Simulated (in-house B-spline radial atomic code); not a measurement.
**RPA and G0W0 on BHandHLYP: Sb³⁺**

Configuration [Kr] 4d10 5s2, mean-field start BHandHLYP. Computed with a B-spline radial code for spherical atoms: all electrons, non-relativistic, point nucleus, each spin shell either full or empty, empty states to l = 9 with an (l + 1/2)⁻⁴ tail; G0W0 by contour deformation at full frequency.

Without relativity these are model numbers: it shifts the levels of so heavy an element strongly and can reorder them.

Command:
```bash
python run_gw.py task.json out
```
Settings (radii: box in bohr, nucleus in fm):
```
Z                        51
electrons                48
configuration            [Kr] 4d10 5s2
hamiltonian              nr
method                   bhandhlyp
lmax                     9
spin_polarised           False
box_radius               14.14
intervals                53
ion_configuration        [Kr] 4d10 5s1
```

Cost of the run: 4.1 s on 1 thread of AMD EPYC 7R13 Processor, with other jobs on the host.

Energies (hartree):

```tsv
term	value
mean-field total	-6314.19462
Hartree-Fock functional on these orbitals	-6311.69129
direct second order	-4.0727
second-order exchange	1.1195
SOSEX correction	1.0447
```

(1) What is the RPA correlation energy, and what remains with SOSEX?

Quasi-particle levels (eV):

| level | occupied | mean field | Σx - vxc | Σc | QP weight | G0W0 |
| --- | --- | --- | --- | --- | --- | --- |
| 5s | yes | -39.45 | -0.89 | ? | ? | ? |
| 4d | yes | -70.15 | -4.79 | 0.76 | 0.915 | -74.18 |
| 5p | no | -26.661 | 3.05 | -1.39 | 0.961 | -24.998 |

G0W0 = mean field + (Σx - vxc) + Σc, with Σc (partial-wave tail included) taken at the quasi-particle energy. Only the outer levels were computed. Levels of low weight are left out.

(2) Where does G0W0 put 5s?

(3) What does it cost to remove one electron (to [Kr] 4d10 5s1) by differences of total energies, each species on its own start (correlation terms add to the Hartree-Fock functional)?

Answers

(1) RPA gives -3.6044 hartree (-2.04 eV per electron); RPA + SOSEX gives -2.5597, and the second-order doubles -2.9533 hartree (no singles). RPA lacks exchange-type terms and so overcorrelates at short range.

(2) At -42.47 eV, with Σc = -2.14 eV and a quasi-particle weight of 0.960. The tabulated removal energy is 43.804 ± 0.025 eV (NIST, measured); the calculation leaves out relativity, Breit and QED terms, and what these don't explain is the method's own error.

(3) BHandHLYP 41.93 eV, Hartree-Fock functional 40.13 eV, + RPA 42.33 eV, + RPA + SOSEX 41.84 eV, + second order 42.93 eV. Tabulated: 43.804 ± 0.025 eV (NIST, measured); the calculation leaves out relativity, Breit and QED terms, and what these don't explain is the method's own error.
